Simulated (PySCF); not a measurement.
C3H6F2Si, SMILES C(C=C)[SiH](F)F. Atoms are numbered in the order given.

```xyz
12

Si     0.8675    -0.1241     0.1896
F      2.1557    -0.5144    -0.7128
F      1.0496     1.4295     0.6129
C     -0.6907    -0.2943    -0.8218
C     -1.8791     0.2029    -0.0486
C     -2.7963    -0.5695     0.5424
H      0.8899    -0.9461     1.4176
H     -0.5489     0.2757    -1.7571
H     -0.8056    -1.3570    -1.0968
H     -1.9505     1.2915     0.0639
H     -2.7643    -1.6615     0.4651
H     -3.6169    -0.1363     1.1197
```

Geometry: B3LYP-D3(BJ)/def2-SVP. Other conformers were not sampled.

All values below come from B3LYP-D3(BJ)/def2-SVP (PySCF 2.14.0).

Frequencies are harmonic and unscaled.

Computed harmonic wavenumbers and intensities:
```
mode  ν (cm⁻¹)  IR (km/mol)  Raman (Å⁴/amu)  depolarisation  moving atoms (share of kinetic energy)
----  --------  -----------  --------------  --------------  --------------------------------------
1           52          1.0             1.8            0.75                  F 40 %, C 35 %, H 20 %
2           65          1.3             5.2            0.73                  C 56 %, H 26 %, F 10 %
3          140          0.4             2.2            0.74                  F 40 %, H 30 %, C 25 %
4          252         17.2             1.2            0.53          F 58 %, C 23 %, Si 10 %, H 9 %
5          297          4.5             4.3            0.73         H 32 %, C 30 %, F 21 %, Si 18 %
6          336         22.3             0.7            0.63                         F 60 %, Si 31 %
7          410          4.2             2.3            0.29                          H 53 %, C 45 %
8          598         26.0             8.9            0.23                 H 50 %, C 35 %, Si 11 %
9          710         30.4             7.5            0.52                          H 62 %, C 33 %
10         770         55.6             4.1            0.09                 H 44 %, C 28 %, Si 21 %
11         835          8.1             9.6            0.74                          H 79 %, F 17 %
12         843          7.0             5.7            0.73          H 46 %, F 35 %, C 10 %, Si 9 %
13         899        246.9             3.9            0.44                 H 39 %, Si 30 %, F 24 %
14         936         41.2             1.2            0.65                          H 71 %, C 28 %
15         942         30.0             1.7            0.12                          H 50 %, C 47 %
16         961        179.4             2.3            0.71                 Si 45 %, F 36 %, H 14 %
17        1024         21.5             1.5            0.75                           H 88 %, C 9 %
18        1050         18.5             2.1            0.59                          H 75 %, C 23 %
19        1191         55.0            15.5            0.32                          H 62 %, C 36 %
20        1201         10.6            10.4            0.68                          H 64 %, C 35 %
21        1313          1.2            17.9            0.45                          H 81 %, C 19 %
22        1407          7.9            15.5            0.65                           H 91 %, C 9 %
23        1437          6.5             9.0            0.44                          H 84 %, C 16 %
24        1713         16.3            33.9            0.16                          C 86 %, H 14 %
25        2297        108.4            99.8            0.19                                  H 97 %
26        3030          6.2           119.7            0.10                                  H 95 %
27        3088          2.5            80.1            0.75                           H 91 %, C 9 %
28        3132          6.4            67.7            0.12                                  H 95 %
29        3147          5.6           113.5            0.24                           H 91 %, C 9 %
30        3232          8.5            82.6            0.61                          H 89 %, C 11 %
```
